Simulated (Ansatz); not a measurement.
Program: Ansatz 0.2.0.

A structure relaxed at PBE0-D4/def2-TZVP, charge 0, multiplicity 1:

```xyz
10

O     1.724    1.051   -0.086
C     0.690    0.421   -0.034
Si   -0.284    0.295    1.642
Si    0.014   -0.460   -1.628
H    -1.649    0.849    1.431
H    -0.415   -1.143    1.999
H     0.439    1.043    2.697
H     0.926   -0.201   -2.768
H    -0.091   -1.917   -1.347
H    -1.352    0.061   -1.906
```

Problem. Give its formula and SMILES.

Solution. CH6OSi2, `O=C([SiH3])[SiH3]`.

Problem. Point group (tolerance 0.08 Å, 0.16 Å for H)?

Solution. C2v.

Problem. Summarise the bond lengths by kind.

Solution. 1 × C–O 1.212 Å; 2 × C–Si 1.942 Å; 6 × H–Si 1.482 to 1.488 Å.
